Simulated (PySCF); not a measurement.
Isomers of C6H8F4, from PBE0-D3(BJ)/def2-SVP geometry optimisation, gas phase in PySCF 2.14.0. One conformer each, no zero-point energy, no frequencies.

Question: Which is lowest in electronic energy at this level?
A. `[CH3:1]/[C:2](=[CH:3]/[CH2:4][F:5])[CH2:6][C:7]([F:8])([F:9])[F:10]` with C2–C3–C4–F5 47°, C1–C2–C6–C7 -87°: A = 1711, B = 984.8, C = 752.8 MHz, dipole 2.12 D
B. `[CH3:1]/[CH:2]=[C:3](/[CH2:4][F:5])[CH2:6][C:7]([F:8])([F:9])[F:10]` with C2–C3–C4–F5 128°, C2–C3–C6–C7 90°: A = 1489, B = 1056, C = 726.9 MHz, dipole 2.30 D
C. `[CH3:1]/[CH:2]=[C:3](\[CH2:4][F:5])[CH2:6][C:7]([F:8])([F:9])[F:10]` with C2–C3–C4–F5 -132°, C2–C3–C6–C7 -92°: A = 1751, B = 885.2, C = 685.0 MHz, dipole 2.60 D
D. `[F:1][C:2]([F:3])([F:4])[CH2:5][C:6]1([F:7])[CH2:8][CH2:9][CH2:10]1` with C2–C5–C6–F7 60°, C5–C6–C8–C9 101°, C6–C8–C9–C10 18°, C8–C9–C10–C6 -18°, C5–C6–C10–C9 -97°: A = 2414, B = 888.3, C = 821.4 MHz, dipole 3.02 D
E. `[CH3:1][C@:2]1([F:3])[CH2:4][C@@H:5]([C:6]([F:7])([F:8])[F:9])[CH2:10]1` with C1–C2–C4–C5 -99°, C2–C4–C5–C6 -139°, C4–C5–C10–C2 18°, C1–C2–C10–C5 99°: A = 2750, B = 748.8, C = 734.5 MHz, dipole 2.38 D

Answer: E. That is `C[C@]1(F)C[C@@H](C(F)(F)F)C1`, 4.8 kcal/mol below the next.

| SMILES | mapped SMILES | E (Eh) | relative (kcal/mol) | relative (kJ/mol) | dipole (D) |
| --- | --- | --- | --- | --- | --- |
| C[C@]1(F)C[C@@H](C(F)(F)F)C1 | [CH3:1][C@:2]1([F:3])[CH2:4][C@@H:5]([C:6]([F:7])([F:8])[F:9])[CH2:10]1 | -631.72071 | 0.0 | 0.0 | 2.38 |
| FC(F)(F)CC1(F)CCC1 | [F:1][C:2]([F:3])([F:4])[CH2:5][C:6]1([F:7])[CH2:8][CH2:9][CH2:10]1 | -631.71301 | 4.8 | 20.2 | 3.02 |
| C/C=C(/CF)CC(F)(F)F | [CH3:1]/[CH:2]=[C:3](/[CH2:4][F:5])[CH2:6][C:7]([F:8])([F:9])[F:10] | -631.70815 | 7.9 | 33.0 | 2.30 |
| C/C=C(\CF)CC(F)(F)F | [CH3:1]/[CH:2]=[C:3](\[CH2:4][F:5])[CH2:6][C:7]([F:8])([F:9])[F:10] | -631.70611 | 9.2 | 38.3 | 2.60 |
| C/C(=C/CF)CC(F)(F)F | [CH3:1]/[C:2](=[CH:3]/[CH2:4][F:5])[CH2:6][C:7]([F:8])([F:9])[F:10] | -631.70558 | 9.5 | 39.7 | 2.12 |

As drawn, the lowest has a four-membered ring, which the highest lacks; the highest has a C=C bond outside aromatic rings, which the lowest lacks.
